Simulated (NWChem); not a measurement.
System: C2H5NSi; SMILES [SiH2]1C=NC1

Input file for NWChem:

```
start job
memory heap 200 mb stack 900 mb global 1100 mb
geometry units angstroms noautosym nocenter noautoz
  C      1.088133    -0.559924     0.000000
  N      0.101489    -1.384234     0.000000
  C     -1.104084    -0.523071     0.000000
  Si     0.041184     1.008179     0.000000
  H      2.127977    -0.917268     0.000000
  H     -1.728872    -0.712897     0.887774
  H     -1.728872    -0.712897    -0.887774
  H      0.073833     1.887442     1.211065
  H      0.073833     1.887442    -1.211065
end
basis spherical
  C library cc-pvtz
  N library cc-pvtz
  Si library cc-pvtz
  H library cc-pvtz
end
dft
  xc xpbe96 cpbe96
  iterations 150
  semidirect filesize 400000000
end
property
  efieldgrad
end
task dft property
```

All runs use the structure optimised with PBE0/def2-SVP.

Vzz is the largest principal value of the second derivative of the potential at the nucleus (NWChem prints the opposite sign); η is the asymmetry. Non-relativistic.

Atoms are numbered as in the input.

**Question.** What results follow from this input? (PBE/cc-pVTZ.) Quantities: Vzz N2 (a.u.); η N2.

**Answer.** 
- Vzz N2 (a.u.) = -1.031
- η N2 = 0.53
